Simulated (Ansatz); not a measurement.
Geometry optimisation, RKS revPBE/STO-3G (Ansatz).

Input:

```yaml
crystal:
  periodic: [false, false, false]
  atoms:
    - { symbol: Al, position_ang: [0.0, 0.0, 0.0] }
    - { symbol: F, position_ang: [0.0, 0.0, 1.69] }
    - { symbol: Cl, position_ang: [1.9312, 0.0, -1.115] }
    - { symbol: O, position_ang: [-1.5415, 0.0, -0.89] }
    - { symbol: Si, position_ang: [-2.6907, -1.2238, -0.8267] }
    - { symbol: H, position_ang: [-2.2881, -2.2198, 0.162] }
    - { symbol: H, position_ang: [-3.9833, -0.6595, -0.4496] }
    - { symbol: H, position_ang: [-2.8007, -1.8572, -2.1376] }
basis:
  gaussian: { orbitals: STO-3G }
hamiltonian:
  xc: revpbe
relax:
  f_tol: 0.02
  max_steps: 40
```

Launched with:

```bash
$ ansatz run input.yaml --threads 1 --pin off --max-ram 2048MiB --backend cpu --events-out ev --progress --plain --runs-dir out
```

Where does it end, and by what steps?

It converged. The force dipped under the threshold on the way, but the program's further checks kept it going. Limits of this set-up: minimal basis. After 19 steps the energy has fallen by 0.490 eV; O4 moved furthest, 0.95 Å.

```json
{"step": "0", "energy less start (eV)": "0.0000", "largest force component (eV/Å)": "2.593", "accepted": "yes"}
{"step": "1", "energy less start (eV)": "-0.3076", "largest force component (eV/Å)": "1.229", "accepted": "yes"}
{"step": "2", "energy less start (eV)": "-0.3450", "largest force component (eV/Å)": "0.978", "accepted": "yes"}
{"step": "3", "energy less start (eV)": "-0.3621", "largest force component (eV/Å)": "0.762", "accepted": "yes"}
{"step": "4", "energy less start (eV)": "-0.3740", "largest force component (eV/Å)": "0.203", "accepted": "yes"}
{"step": "5", "energy less start (eV)": "-0.3835", "largest force component (eV/Å)": "0.249", "accepted": "yes"}
{"step": "6", "energy less start (eV)": "-0.4085", "largest force component (eV/Å)": "0.392", "accepted": "yes"}
{"step": "7", "energy less start (eV)": "-0.4198", "largest force component (eV/Å)": "0.585", "accepted": "yes"}
{"step": "8", "energy less start (eV)": "-0.4432", "largest force component (eV/Å)": "0.325", "accepted": "yes"}
{"step": "9", "energy less start (eV)": "-0.4570", "largest force component (eV/Å)": "0.337", "accepted": "yes"}
{"step": "10", "energy less start (eV)": "-0.4726", "largest force component (eV/Å)": "0.460", "accepted": "yes"}
{"step": "11", "energy less start (eV)": "-0.4807", "largest force component (eV/Å)": "0.111", "accepted": "yes"}
{"step": "12", "energy less start (eV)": "-0.4835", "largest force component (eV/Å)": "0.244", "accepted": "yes"}
{"step": "13", "energy less start (eV)": "-0.4864", "largest force component (eV/Å)": "0.116", "accepted": "yes"}
{"step": "14", "energy less start (eV)": "-0.4886", "largest force component (eV/Å)": "0.013", "accepted": "yes"}
{"step": "15", "energy less start (eV)": "-0.4894", "largest force component (eV/Å)": "0.124", "accepted": "yes"}
{"step": "16", "energy less start (eV)": "-0.4897", "largest force component (eV/Å)": "0.106", "accepted": "yes"}
{"step": "17", "energy less start (eV)": "-0.4901", "largest force component (eV/Å)": "0.038", "accepted": "yes"}
{"step": "18", "energy less start (eV)": "-0.4902", "largest force component (eV/Å)": "0.008", "accepted": "yes"}
{"step": "19", "energy less start (eV)": "-0.4903", "largest force component (eV/Å)": "0.012", "accepted": "yes"}
```

```xyz
8
Properties=species:S:1:pos:R:3
Al -0.024 -0.082 -0.136
F -0.369 -0.040 1.470
Cl 1.817 0.662 -0.806
O -1.069 -0.698 -1.334
Si -2.589 -1.310 -0.791
H -2.442 -2.427 0.147
H -3.406 -0.281 -0.139
H -3.292 -1.784 -1.979
```

Whether the end is a true minimum wasn't checked by a vibrational analysis.

Time of the run: 44 s on 1 thread of Arm Neoverse V2, with other jobs on the host, peak memory 0.17 GiB.
